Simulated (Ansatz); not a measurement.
Reaction (ligand exchange at the Si–O bond): `O[SiH2]O` + `FBS` → `O[SiH2]SBF` + H₂O

Gas-phase electronic energies from Ansatz, PBE0-D4/def2-TZVP geometries. CBS: MP2 limit from def2 TZ/QZ plus the TZ coupled-cluster correction, frozen cores. This one scheme is used for every species. Functionals use def2-TZVPP. Each species was taken in one conformer, which may not be the lowest.

| level | ΔE (kJ/mol) |
| --- | --- |
| B2PLYP | 54.5 |
| MP2/def2-QZVPP | 43.2 |

Task: What does CCSD(T)/CBS give? (Estimate.)

Result: Ansatz gave: +44.4 kJ/mol. The listed levels differ from it by 10.1, -1.2 kJ/mol.

Largest T1 diagnostic among the species: 0.014.

In def2-TZVPP, CCSD(T) changes the Hartree–Fock value by −17.1 kJ/mol (the triples alone add −3.5 kJ/mol) and MP2 by −20.7 kJ/mol. The D4 term adds −8.2 kJ/mol with B3LYP and −4.6 kJ/mol with PBE0; it sums over pairs of atoms, weighted by their polarisabilities, and B3LYP, whose exchange is more repulsive, gets the larger term.

B3LYP here is the variant with VWN-RPA as its local correlation; programs differ in this.
